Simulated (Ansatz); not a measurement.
Molecular dynamics of HN$_{2}$Cl

Input:

```yaml
crystal:
  lattice:
    - [6.889419, 0.0, 0.0]
    - [0.0, 6.889419, 0.0]
    - [0.0, 0.0, 6.889419]
  atoms:
    - { symbol: Cl, position: [0.35971576, 0.83717434, 0.23862993] }
    - { symbol: H, position: [0.52002531, 0.75374754, 0.18959235] }
    - { symbol: Cl, position: [0.27789959, 0.32034655, 0.046374] }
    - { symbol: H, position: [0.24063055, 0.49602567, -0.0093691] }
    - { symbol: Cl, position: [0.09144874, 0.49854644, 0.55369176] }
    - { symbol: H, position: [0.19352376, 0.59859059, 0.43118399] }
    - { symbol: "N", position: [0.62406242, 0.60601438, 0.82990052] }
    - { symbol: "N", position: [0.62087029, 0.54696113, 0.68126975] }
    - { symbol: "N", position: [0.80868449, 0.19317856, 0.19056872] }
    - { symbol: "N", position: [0.82479332, 0.0372839, 0.22151808] }
    - { symbol: "N", position: [0.64956435, 1.0703885, 0.70379824] }
    - { symbol: "N", position: [0.49291693, 1.04777212, 0.68001876] }
basis:
  ecutwfc: 420.0
kpoints:
  mp_grid: { grid: [1, 1, 1] }
hamiltonian:
  xc: pbe
  dispersion: d3bj
scf:
  occupations: { method: fermi_dirac, width: 0.02 }
  lower_state_search: "off"
md:
  timestep: 0.5
  n_steps: 300
  ensemble: nvt_langevin
  temperature: 1500.0
  initial_velocities: maxwell_boltzmann
  seed: 701924
  friction: 0.02
  masses: [{ species: H, mass: 2.014 }]
```

Command:

```bash
$ ansatz run input.yaml --threads 1 --pin off --max-ram 3072MiB --backend cpu --events-out ev --progress --plain --runs-dir out
```

It starts from a partly relaxed structure (largest force component 0.20 eV/Å).

Output, in part (step lines):

```
md step     0: t =     0.00 fs  T =  1375.0 K  F+E_penalty+E_count = -5593.56252476 eV  E_kin = 2.132790 eV  (9 SCF iters)
md step     1: t =     0.50 fs  T =  1461.5 K  F+E_penalty+E_count = -5593.53559979 eV  E_kin = 2.267028 eV  (8 SCF iters)
md step     2: t =     1.00 fs  T =  1449.4 K  F+E_penalty+E_count = -5593.47046690 eV  E_kin = 2.248131 eV  (10 SCF iters)
md step     3: t =     1.50 fs  T =  1405.5 K  F+E_penalty+E_count = -5593.38306781 eV  E_kin = 2.180177 eV  (9 SCF iters)
md step     4: t =     2.00 fs  T =  1496.3 K  F+E_penalty+E_count = -5593.29019314 eV  E_kin = 2.320934 eV  (9 SCF iters)
md step     5: t =     2.50 fs  T =  1370.6 K  F+E_penalty+E_count = -5593.20220683 eV  E_kin = 2.125963 eV  (6 SCF iters)
md step     6: t =     3.00 fs  T =  1414.8 K  F+E_penalty+E_count = -5593.12423996 eV  E_kin = 2.194483 eV  (7 SCF iters)
md step     7: t =     3.50 fs  T =  1345.8 K  F+E_penalty+E_count = -5593.06506057 eV  E_kin = 2.087452 eV  (7 SCF iters)
[... lines left out ...]
md step   299: t =   149.50 fs  T =   655.2 K  F+E_penalty+E_count = -5592.90587467 eV  E_kin = 1.016289 eV  (6 SCF iters)
md step   300: t =   150.00 fs  T =   704.1 K  F+E_penalty+E_count = -5592.91046284 eV  E_kin = 1.092148 eV  (8 SCF iters)
```

The steps, from the saved trajectory:

```json
{"time (fs)": "0.0", "T (K)": "1375", "potential energy less start (eV)": "0.000"}
{"time (fs)": "5.0", "T (K)": "1374", "potential energy less start (eV)": "0.487"}
{"time (fs)": "10.0", "T (K)": "1403", "potential energy less start (eV)": "0.359"}
{"time (fs)": "15.0", "T (K)": "1557", "potential energy less start (eV)": "0.316"}
{"time (fs)": "20.0", "T (K)": "1206", "potential energy less start (eV)": "0.713"}
{"time (fs)": "25.0", "T (K)": "1430", "potential energy less start (eV)": "0.635"}
{"time (fs)": "30.0", "T (K)": "1185", "potential energy less start (eV)": "0.475"}
{"time (fs)": "35.0", "T (K)": "1067", "potential energy less start (eV)": "0.951"}
{"time (fs)": "40.0", "T (K)": "1094", "potential energy less start (eV)": "0.900"}
{"time (fs)": "45.0", "T (K)": "760", "potential energy less start (eV)": "0.743"}
{"time (fs)": "50.0", "T (K)": "815", "potential energy less start (eV)": "0.707"}
{"time (fs)": "55.0", "T (K)": "905", "potential energy less start (eV)": "0.806"}
{"time (fs)": "60.0", "T (K)": "1025", "potential energy less start (eV)": "0.964"}
{"time (fs)": "65.0", "T (K)": "979", "potential energy less start (eV)": "0.781"}
{"time (fs)": "70.0", "T (K)": "1024", "potential energy less start (eV)": "1.035"}
{"time (fs)": "75.0", "T (K)": "917", "potential energy less start (eV)": "0.958"}
{"time (fs)": "80.0", "T (K)": "1158", "potential energy less start (eV)": "0.884"}
{"time (fs)": "85.0", "T (K)": "1439", "potential energy less start (eV)": "0.981"}
{"time (fs)": "90.0", "T (K)": "1425", "potential energy less start (eV)": "1.097"}
{"time (fs)": "95.0", "T (K)": "1315", "potential energy less start (eV)": "1.029"}
{"time (fs)": "100.0", "T (K)": "1177", "potential energy less start (eV)": "1.115"}
{"time (fs)": "105.0", "T (K)": "1347", "potential energy less start (eV)": "0.888"}
{"time (fs)": "110.0", "T (K)": "1601", "potential energy less start (eV)": "0.762"}
{"time (fs)": "115.0", "T (K)": "1973", "potential energy less start (eV)": "0.759"}
{"time (fs)": "120.0", "T (K)": "1791", "potential energy less start (eV)": "0.864"}
{"time (fs)": "125.0", "T (K)": "1537", "potential energy less start (eV)": "0.614"}
{"time (fs)": "130.0", "T (K)": "1411", "potential energy less start (eV)": "0.650"}
{"time (fs)": "135.0", "T (K)": "1037", "potential energy less start (eV)": "0.727"}
{"time (fs)": "140.0", "T (K)": "1351", "potential energy less start (eV)": "0.642"}
{"time (fs)": "145.0", "T (K)": "1077", "potential energy less start (eV)": "0.617"}
{"time (fs)": "150.0", "T (K)": "704", "potential energy less start (eV)": "0.652"}
```

All steps were run. A run of 0.15 ps of so small a system gives no equilibrium averages. Limits of this set-up: coarse k mesh.

Mean squared displacements from the first frame to the last, about the centre of mass: Cl 0.36 Å², H 3.41 Å², N 0.58 Å².

Last frame:

```xyz
12
Lattice="6.8894 0.0000 0.0000 0.0000 6.8894 0.0000 0.0000 0.0000 6.8894" Properties=species:S:1:pos:R:3
Cl 2.498 5.185 1.277
H 1.534 6.029 1.659
Cl 2.181 1.715 0.673
H 1.364 2.018 -0.317
Cl 0.395 3.744 3.794
H 1.033 4.657 4.463
N 3.423 4.290 5.077
N 4.294 3.704 4.883
N 5.410 1.264 0.162
N 5.811 1.014 1.139
N 4.627 7.637 4.058
N 3.756 7.307 4.633
```

Time of the run: 6.8 min on 1 thread of Arm Neoverse V1, on a shared host, peak memory 0.41 GiB.
